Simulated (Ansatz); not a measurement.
A run for Ansatz (an electronic-structure program): R-B3LYP/def2-TZVPP on BrHMg (SMILES [MgH][Br]), atoms moved off the minimum.

Ansatz 0.2 input:
```yaml
crystal:
  periodic: [false, false, false]
  atoms:
    - {symbol: Mg, position_ang: [-0.08600482, -0.02242035, -1.62073722]}
    - {symbol: H, position_ang: [-0.04493051, 0.05219737, -3.33543502]}
    - {symbol: Br, position_ang: [0.04718666, 0.00263378, 0.65591674]}
basis:
  gaussian:
    orbitals: def2-TZVPP
hamiltonian:
  xc: {name: B3LYP}
scf: {lower_state_search: off}
output: {forces: true}
```

The head of its log:

```
WARN ansatz: RAYON_NUM_THREADS=1 ignored (pool sized by the plan → 1); use --threads N
Functional definition: B3LYP
these checks for a lower state are left out or cut short: stability, starts, cluster_reference, orbital_swaps, neighbouring_geometries, increment
integrals: 0.03 GiB planned
760 factors; their error is unknown
mean field: 0.26 GiB planned
mean field evaluation 1: about -75508.7001 eV, gradient 1.7e1 eV
mean field evaluation 2: about -75508.8652 eV, gradient 1.7e1 eV
```

**Question.** What total energy does the run end on?

**Answer.** -2774.9447 hartree.
